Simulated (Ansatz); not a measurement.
Reaction (formal exchange of groups at the Al–C bond): `CC1=[C]([AlH2])N1` + `O[SiH2][SiH3]` → `[AlH2][SiH2][SiH3]` + `CC1=C(O)N1`

Program: Ansatz. Geometries: PBE0-D4/def2-TZVP. ΔE: electronic, gas phase. CCSD(T)/CBS is the MP2 limit (def2-TZVPP, def2-QZVPP) plus CCSD(T) − MP2 in def2-TZVPP, frozen cores. DFT in def2-TZVPP. Each species was taken in one conformer, which may not be the lowest.

```
             species  PBE0 energy (Eh)
 `CC1=[C]([AlH2])N1`        -414.73828
     `O[SiH2][SiH3]`        -657.56922
`[AlH2][SiH2][SiH3]`        -825.25025
        `CC1=C(O)N1`        -246.99543
```

(1) Work out ΔE.

Largest T1 diagnostic among the species: 0.013.

Answers

(1) ΔE = (-825.25025) + (-246.99543) − (-414.73828) − (-657.56922) = 0.06182 Eh = +38.8 kcal/mol. CCSD(T)/CBS gives +45.8 kcal/mol.

In def2-TZVPP, CCSD(T) changes the Hartree–Fock value by −4.2 kcal/mol (the triples alone add −0.5 kcal/mol) and MP2 by −0.9 kcal/mol. From PBE to PBE0 (25 % exact exchange), in def2-TZVPP and without D4, ΔE moves by +1.3 kcal/mol.
